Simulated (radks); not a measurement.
The mean radii <r> (bohr) of the occupied orbitals of an atom or ion are listed with their occupations. Calculated with a radial shooting solver on a logarithmic mesh with Libxc functionals: scalar-relativistic Kohn-Sham, r2SCAN, spin-polarised, spherical densities, finite nucleus; meta-GGA in the generalised Kohn-Sham scheme; Fermi nuclear charge, rms radius of each element as measured or else 0.836 A^(1/3) + 0.57 fm.

| orbital | occ. | <r> |
|---|---|---|
| 1s up | 1 | 0.2695 |
| 1s down | 1 | 0.2689 |
| 2s up | 1 | 1.356 |
| 2p up | 1 | 1.337 |
| 3d up | 1 | 4.803 |

Name the element and its charge. Open shells, if any, are filled with parallel spins first.

Answer. Z = 6, carbon, charge +1: C+ in [He] 2s1 2p1 3d1. The 1s radius gives Z: for a bare nucleus <r> = (2 gamma + 1)/(2Z) with gamma = sqrt(1 - (Z/c)^2), 0.2498 bohr for Z = 6, and screening makes it slightly larger (0.2695 here). The occupations add up to 5, and the charge is Z minus that.
